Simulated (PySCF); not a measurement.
SMILES Sc1sc(cc1)C (C5H6S2) (GFN2-xTB optimised geometry):

```
13

C     -1.635    -2.294    -0.001
C     -0.699    -1.140     0.000
C      0.658    -1.140     0.000
C      1.233     0.153     0.000
C      0.295     1.136     0.000
S      0.597     2.868    -0.001
S     -1.317     0.488     0.000
H     -1.072    -3.224     0.016
H     -2.290    -2.262     0.869
H     -2.264    -2.281    -0.892
H      1.244    -2.041     0.001
H      2.290     0.345     0.001
H     -0.686     3.224     0.010
```

Method: PBE/def2-TZVP (PySCF).

Task: What are the frontier orbital energies and the dipole moment?

Result: HOMO-2 -7.02 eV, HOMO-1 -6.21 eV, HOMO -4.89 eV, LUMO -1.25 eV, LUMO+1 -1.24 eV; dipole moment 1.28 D.

Meta-Löwdin charges at PBE/def2-TZVP: C1 -0.36, C2 -0.11, C3 -0.16, C4 -0.18, C5 -0.21, S6 0.01, S7 0.25, H8 0.13, H9 0.13, H10 0.13, H11 0.13, H12 0.13, H13 0.10.
